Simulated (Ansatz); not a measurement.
The cluster Mg4O4⁻, relaxed as a doublet with UKS PBE0-D4/def2-SVPD in Ansatz, starting from the GFN1-xTB geometry. Force threshold 0.02 eV/Å.

The relaxation made no stability test and no search for a lower SCF solution. Another isomer (doublet) lies 2.23 eV lower at PBE-D4/def2-TZVPD; other spin states weren't run for this one.

Start:

```xyz
8

Mg   -4.1121   -1.2623   -1.1169
Mg    2.4261    0.7569    0.6096
Mg    5.8222    1.6765    1.6639
Mg   -0.8636   -0.1598   -0.2330
O     4.0614    1.2022    1.0748
O    -5.6386   -1.8995   -1.5311
O     0.7816    0.3134    0.1820
O    -2.4770   -0.6274   -0.6493
```

```json
{"step": "1", "energy (eV)": "-29938.0088", "largest force component (eV/Å)": "2.105", "SCF passes": "178"}
{"step": "2", "energy (eV)": "-29938.2675", "largest force component (eV/Å)": "1.068", "SCF passes": "75"}
{"step": "3", "energy (eV)": "-29938.3749", "largest force component (eV/Å)": "0.056", "SCF passes": "96"}
{"step": "4", "energy (eV)": "-29938.3752", "largest force component (eV/Å)": "0.029", "SCF passes": "92"}
{"step": "5", "energy (eV)": "-29938.3754", "largest force component (eV/Å)": "0.002", "SCF passes": "94"}
```

Force components are those of the run's own axes.

End:

Cartesian coordinates in Å:
```
Mg -4.189 -1.297 -1.134
Mg 2.511 0.789 0.665
Mg 5.884 1.719 1.647
Mg -0.850 -0.198 -0.242
O 4.191 1.263 1.131
O -5.855 -1.884 -1.586
O 0.827 0.317 0.199
O -2.519 -0.709 -0.682
```

By distances, no bond broke or formed. The bond that changes most is Mg1–O6, from 1.71 to 1.82 Å (atoms count from 1).

No frequencies were taken in this run, so the end may be a saddle point.

Hardware: 4 threads of Arm Neoverse V2 on a shared host. Wall time 3.3 min, peak host memory 1.1 GiB.
